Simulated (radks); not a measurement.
Effect of the nuclear size on the fluorine ion F+, [He] 2s2 2p4. Method: Dirac Kohn-Sham, PBE, spin-unpolarised, spherical densities, finite nucleus; open shells are shared between the two j in proportion to 2j + 1; Fermi nuclear charge, rms radius 2.8976 fm; computed with a radial shooting solver on a logarithmic mesh with Libxc functionals. The rms radius is varied about that value; shifts are against it.

| rms radius (fm) | total energy shift (eV) | density at nucleus (e/bohr^3) | 1s1/2 shift (meV) |
|---|---|---|---|
| 2.5354 | -0.000168 | 467.7 | -0.067 |
| 2.8107 | -0.0000424 | 467.4 | -0.017 |
| 2.8976 | 0 | 467.3 | 0.000 |
| 3.0773 | 0.0000918 | 467.2 | 0.037 |
| 3.4539 | 0.000302 | 466.9 | 0.121 |

Slopes of the eigenvalues against <r^2> in GHz/fm^2, as finite differences over the two radii next to the reference (eigenvalue slopes, not the field-shift constants of lines): 1s1/2 8.28.
